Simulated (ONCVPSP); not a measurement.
## Configuration tests for germanium (ONCV)

```
Element                 : germanium
Generator               : ONCVPSP 4.0.1
Type                    : optimised norm-conserving Vanderbilt (ONCV)
Functional              : PBEsol
Relativity              : scalar-relativistic
Frozen core             : [Ar]
Valence charge          : 14
Reference configuration : 3d10 4s2 4p2
Partial waves           : 4s: rc 2.84 bohr, ncon 4, nbas 8, qcut 4.3 1/bohr, 2 projectors, debl 1.5 Ha; 4p: rc 2.20 bohr, ncon 3, nbas 7, qcut 3.1 1/bohr, 2 projectors, debl 3.7 Ha; 3d: rc 0.65 bohr, ncon 4, nbas 8, qcut 15.5 1/bohr, 1 projector
Local potential         : polynomial inside 0.50 bohr (lpopt 5, dvloc0 0 Ha)
Core correction         : Teter function, fcfact 5.75, rcfact 1.05
```

Energies are relative to the spin-unpolarised reference configuration 3d10 4s2 4p2; without spin polarisation the order of configurations can differ from experiment.

```json
{"valence configuration": "3d10 4s2 4p1", "charge": "+1", "ΔE all-electron (eV)": "7.453", "error AE − PS (meV)": "-1.2"}
{"valence configuration": "3d10 4s1 4p0", "charge": "+3", "ΔE all-electron (eV)": "57.692", "error AE − PS (meV)": "-110"}
{"valence configuration": "3d10 4s1 4p2", "charge": "+1", "ΔE all-electron (eV)": "16.183", "error AE − PS (meV)": "-30"}
```

Problem. What are ΔE and the potential's error for 3d10 4s2 4p0?

Solution. ΔE = 22.902 eV all-electron; the error (AE − PS) is -7.5 meV.

Note: ghosts flagged at negative energy: s at -536.5 eV, p at -81.6 eV; GHOST(+) flagged for s at 86.6 eV. A true bound ghost makes a file unfit for plane-wave use.
